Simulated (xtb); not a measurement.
xtb input for C₂H₄F₂Si, SMILES C=C(F)[SiH2]F, GFN2-xTB. 

```
$ xtb mol.xyz --gfn 2 --sp --chrg 0 --uhf 0 --json
$ cat mol.xyz
9

C     -1.71460644     0.27464608     0.59337302
C     -0.80323139    -0.18823756    -0.24691190
F     -1.23084710    -0.87436715    -1.34342017
Si     1.07754101    -0.02083672    -0.13014428
F      1.32734508     0.80089581     1.23147401
H     -1.40888063     0.81934710     1.46676934
H     -2.77007783     0.12511984     0.43605452
H      1.61111308     0.80176932    -1.20348391
H      1.72081640    -1.31173113     0.05142882
```

Program output:

```
[banner left out]
          |                Calculation Setup                |
           -------------------------------------------------



           -------------------------------------------------
          |                 G F N 2 - x T B                 |
           -------------------------------------------------

        Reference                      10.1021/acs.jctc.8b01176
      * Hamiltonian:
        H0-scaling (s, p, d)           1.850000    2.230000    2.230000
        zeta-weighting                 0.500000
      * Dispersion:
        s8                             2.700000
        a1                             0.520000
        a2                             5.000000
        s9                             5.000000
      * Repulsion:
        kExp                           1.500000    1.000000
        rExp                           1.000000
      * Coulomb:
        alpha                          2.000000
        third order                    shell-resolved
        anisotropic                    true
        a3                             3.000000
        a5                             4.000000
        cn-shift                       1.200000
        cn-exp                         4.000000
        max-rad                        5.000000


          ...................................................
          :                      SETUP                      :
          :.................................................:
          :  # basis functions                  30          :
          :  # atomic orbitals                  29          :
          :  # shells                           15          :
          :  # electrons                        30          :
          :  max. iterations                   250          :
          :  Hamiltonian                  GFN2-xTB          :
          :  restarted?                      false          :
          :  GBSA solvation                  false          :
          :  PC potential                    false          :
          :  electronic temp.          300.0000000     K    :
          :  accuracy                    1.0000000          :
          :  -> integral cutoff          0.2500000E+02      :
          :  -> integral neglect         0.1000000E-07      :
          :  -> SCF convergence          0.1000000E-05 Eh   :
          :  -> wf. convergence          0.1000000E-03 e    :
          :  Broyden damping             0.4000000          :
          :  net charge                          0          :
          :  unpaired electrons                  0          :
          ...................................................

 iter      E             dE          RMSdq      gap      omega  full diag
   1    -17.6224345 -0.176224E+02  0.636E+00    4.73       0.0  T
   2    -17.6716262 -0.491917E-01  0.356E+00    4.52       1.0  T
   3    -17.6587040  0.129222E-01  0.246E+00    4.48       1.0  T
   4    -17.6836828 -0.249788E-01  0.120E+00    4.63       1.0  T
   5    -17.6841634 -0.480627E-03  0.585E-01    4.62       1.0  T
   6    -17.6843094 -0.145991E-03  0.216E-01    4.63       1.0  T
   7    -17.6844315 -0.122116E-03  0.860E-02    4.62       1.0  T
   8    -17.6844365 -0.500400E-05  0.139E-02    4.62       2.4  T
   9    -17.6844368 -0.286420E-06  0.306E-03    4.62      10.9  T
  10    -17.6844368  0.184442E-08  0.300E-03    4.62      11.1  T
  11    -17.6844368 -0.780227E-08  0.441E-04    4.62      75.7  T
  12    -17.6844368 -0.336485E-09  0.136E-04    4.62     244.7  T

   *** convergence criteria satisfied after 12 iterations ***

         #    Occupation            Energy/Eh            Energy/eV
      -------------------------------------------------------------
         1        2.0000           -0.8617811             -23.4503
       ...           ...                  ...                  ...
         9        2.0000           -0.5187743             -14.1166
        10        2.0000           -0.5182141             -14.1013
        11        2.0000           -0.5054848             -13.7549
        12        2.0000           -0.4752999             -12.9336
        13        2.0000           -0.4527804             -12.3208
        14        2.0000           -0.4233481             -11.5199
        15        2.0000           -0.4203896             -11.4394 (HOMO)
        16                         -0.2507124              -6.8222 (LUMO)
        17                         -0.2046235              -5.5681
        18                         -0.1914635              -5.2100
        19                         -0.1309181              -3.5625
        20                         -0.0478661              -1.3025
       ...                                ...                  ...
        29                          0.8590778              23.3767
      -------------------------------------------------------------
                  HL-Gap            0.1696772 Eh            4.6172 eV
             Fermi-level           -0.3355510 Eh           -9.1308 eV

 SCC (total)                   0 d,  0 h,  0 min,  0.011 sec
 SCC setup                      ...        0 min,  0.000 sec (  1.776%)
 Dispersion                     ...        0 min,  0.000 sec (  0.813%)
 classical contributions        ...        0 min,  0.000 sec (  0.206%)
 integral evaluation            ...        0 min,  0.002 sec ( 14.069%)
 iterations                     ...        0 min,  0.006 sec ( 48.937%)
 molecular gradient             ...        0 min,  0.004 sec ( 31.715%)
 printout                       ...        0 min,  0.000 sec (  2.254%)

         :::::::::::::::::::::::::::::::::::::::::::::::::::::
         ::                     SUMMARY                     ::
         :::::::::::::::::::::::::::::::::::::::::::::::::::::
         :: total energy             -17.542525375503 Eh    ::
         :: gradient norm              0.000108000474 Eh/a0 ::
         :: HOMO-LUMO gap              4.617152886803 eV    ::
         ::.................................................::
         :: SCC energy               -17.684433958453 Eh    ::
         :: -> isotropic ES            0.038027243025 Eh    ::
         :: -> anisotropic ES         -0.000353382730 Eh    ::
         :: -> anisotropic XC          0.000469133801 Eh    ::
         :: -> dispersion             -0.004581102017 Eh    ::
         :: repulsion energy           0.141908582950 Eh    ::
         :: add. restraining           0.000000000000 Eh    ::
         :: total charge              -0.000000000000 e     ::
         :::::::::::::::::::::::::::::::::::::::::::::::::::::

           -------------------------------------------------
          |                Property Printout                |
           -------------------------------------------------

    * Orbital Energies and Occupations

         #    Occupation            Energy/Eh            Energy/eV
      -------------------------------------------------------------
         1        2.0000           -0.8617811             -23.4503
       ...           ...                  ...                  ...
         3        2.0000           -0.6957557             -18.9325
         4        2.0000           -0.6300320             -17.1440
         5        2.0000           -0.5702185             -15.5164
         6        2.0000           -0.5310717             -14.4512
         7        2.0000           -0.5236233             -14.2485
         8        2.0000           -0.5221698             -14.2090
         9        2.0000           -0.5187743             -14.1166
        10        2.0000           -0.5182141             -14.1013
        11        2.0000           -0.5054848             -13.7549
        12        2.0000           -0.4752999             -12.9336
        13        2.0000           -0.4527804             -12.3208
        14        2.0000           -0.4233481             -11.5199
        15        2.0000           -0.4203896             -11.4394 (HOMO)
        16                         -0.2507124              -6.8222 (LUMO)
        17                         -0.2046235              -5.5681
        18                         -0.1914635              -5.2100
        19                         -0.1309181              -3.5625
        20                         -0.0478661              -1.3025
        21                         -0.0473195              -1.2876
        22                          0.0682817               1.8580
        23                          0.1617783               4.4022
        24                          0.2314336               6.2976
        25                          0.4050725              11.0226
        26                          0.5800711              15.7845
       ...                                ...                  ...
        29                          0.8590778              23.3767
      -------------------------------------------------------------
                  HL-Gap            0.1696772 Eh            4.6172 eV
             Fermi-level           -0.3355510 Eh           -9.1308 eV

     #   Z          covCN         q      C6AA      α(0)
     1   6 C        2.847    -0.100    30.507     9.052
     2   6 C        2.640     0.056    26.733     8.458
     3   9 F        0.793    -0.245    11.715     4.043
     4  14 Si       3.438     0.541   102.719    19.791
     5   9 F        0.705    -0.274    12.041     4.097
     6   1 H        0.926     0.061     2.185     2.311
     7   1 H        0.926     0.065     2.136     2.285
     8   1 H        0.921    -0.052     4.140     3.182
     9   1 H        0.921    -0.052     4.138     3.181

 Mol. C6AA /au·bohr⁶  :       1172.014782
 Mol. C8AA /au·bohr⁸  :      37389.047255
 Mol. α(0) /au        :         56.402131


Wiberg/Mayer (AO) data.
largest (>0.10) Wiberg bond orders for each atom

 ---------------------------------------------------------------------------
     #   Z sym  total        # sym  WBO       # sym  WBO       # sym  WBO
 ---------------------------------------------------------------------------
     1   6 C    3.990 --     2 C    1.918     6 H    0.976     7 H    0.968
     2   6 C    3.848 --     1 C    1.918     3 F    0.963     4 Si   0.867
     3   9 F    1.073 --     2 C    0.963
     4  14 Si   3.797 --     5 F    1.093     9 H    0.890     8 H    0.890
                             2 C    0.867
     5   9 F    1.187 --     4 Si   1.093
     6   1 H    0.996 --     1 C    0.976
     7   1 H    0.996 --     1 C    0.968
     8   1 H    0.997 --     4 Si   0.890
     9   1 H    0.997 --     4 Si   0.890
 ---------------------------------------------------------------------------

Topologies differ in total number of bonds
Writing topology from bond orders to xtbtopo.mol

molecular dipole:
                 x           y           z       tot (Debye)
 q only:        0.391       0.058       0.051
   full:        0.202       0.038       0.033       0.529
molecular quadrupole (traceless):
                xx          xy          yy          xz          yz          zz
 q only:        1.721      -2.977       0.113      -4.963      -2.358      -1.833
  q+dip:        2.801      -3.712       0.096      -6.219      -3.450      -2.897
   full:        2.563      -3.330       0.122      -5.574      -3.224      -2.684


           -------------------------------------------------
          | TOTAL ENERGY              -17.542525375503 Eh   |
          | GRADIENT NORM               0.000108000474 Eh/α |
          | HOMO-LUMO GAP               4.617152886803 eV   |
           -------------------------------------------------

------------------------------------------------------------------------
------------------------------------------------------------------------
 total:
Note: The following floating-point exceptions are signalling: IEEE_UNDERFLOW_FLAG IEEE_DENORMAL
normal termination of xtb
 SCF:
```

The run converged.

Cost: roughly 0.06 core-seconds.
